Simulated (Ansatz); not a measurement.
```xyz
10

C    -2.483    0.310    0.742
C    -1.297    0.412    0.541
Si    0.481    0.488    0.156
F     0.848    2.049    0.047
Al    1.136   -0.732   -1.882
S     1.520   -0.416    1.786
H    -3.530    0.225    0.924
H     2.673   -1.040   -2.127
H     0.033   -1.233   -2.905
H     0.620   -0.063    2.719
```

Total charge 0; spin multiplicity 1.

(1) List the r2SCAN/def2-TZVPP orbital energies in eV (the Gaussian-basis code of Ansatz). (Best estimate.)

## Answers

(1) Ansatz gave: Occupied: -2409.32, -1792.51, -1517.50, -666.08, -273.66, -273.18, -213.78, -157.85, -157.75, -157.66, -142.78, -111.01, -97.68, -97.65, -97.60, -71.38, -71.12, -71.09, -31.16, -19.91, -19.20, -14.93, -13.63, -11.82, -11.62, -11.11, -10.45, -10.32, -8.78, -8.00, -7.83, -7.75, -7.04, -6.68. Lowest empty: -2.88, -1.48, -1.06, -0.40, -0.11, 0.91, 1.12, 1.52.
